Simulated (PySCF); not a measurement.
ZnHCl, SMILES [Cl][ZnH].

Coordinates come from a PBE-D3(BJ)/def2-TZVP optimisation.

Computed with TDDFT-LC-ωPBE/def2-TZVPD in PySCF.

Vertical excitations; the highest root listed may be one member of a degenerate set. Gas-phase values at a fixed geometry. State labels are in the subgroup C2v.

Question: Estimate the UV-visible absorptions. (Estimate from the structure and the level; the computed values follow.)

Answer: 
```
state  symmetry  energy (eV)  λ (nm)      f                                                                     main pairs
-----  --------  -----------  ------  -----  -----------------------------------------------------------------------------
S1           B2         7.59     163  0.010                       HOMO→LUMO+2, HOMO→LUMO+3, HOMO−2→LUMO+1 (degenerate set)
S2           B1         7.59     163  0.010                     HOMO−1→LUMO+2, HOMO−1→LUMO+3, HOMO−2→LUMO (degenerate set)
S3           A2         7.74     160  0.000       HOMO→LUMO 33 %, HOMO−1→LUMO+1 33 %, HOMO→LUMO+4 13 %, HOMO−1→LUMO+5 13 %
S4           A1         7.75     160  0.000          HOMO−1→LUMO, HOMO→LUMO+1, HOMO→LUMO+5, HOMO−1→LUMO+4 (degenerate set)
S5           A2         7.75     160  0.000          HOMO−1→LUMO+1, HOMO→LUMO, HOMO−1→LUMO+5, HOMO→LUMO+4 (degenerate set)
S6           B1         7.85     158  0.147                                    HOMO−2→LUMO, HOMO−2→LUMO+4 (degenerate set)
S7           B2         7.85     158  0.147                                  HOMO−2→LUMO+1, HOMO−2→LUMO+5 (degenerate set)
S8           A1         8.12     153  0.002      HOMO−1→LUMO 26 %, HOMO→LUMO+1 26 %, HOMO−2→LUMO+2 14 %, HOMO−1→LUMO+4 8 %
S9           A1         8.93     139  0.914                                                             HOMO−2→LUMO+2 61 %
S10          B2         9.41     132  0.193                                         HOMO−3→LUMO+1 68 %, HOMO−3→LUMO+5 23 %
T1           A1         6.85     181      0  HOMO−2→LUMO+2 42 %, HOMO−2→LUMO+3 25 %, HOMO−2→LUMO+6 14 %, HOMO−2→LUMO+9 7 %
T2           B1         6.88     180      0                                    HOMO−2→LUMO, HOMO−2→LUMO+4 (degenerate set)
T3           B2         6.88     180      0                                  HOMO−2→LUMO+1, HOMO−2→LUMO+5 (degenerate set)
T4           B1         7.19     172      0                                         HOMO−1→LUMO+2 55 %, HOMO−1→LUMO+3 29 %
```
Triplets are in the Tamm–Dancoff approximation, which puts them higher than full response would, so one can lie above its singlet here.
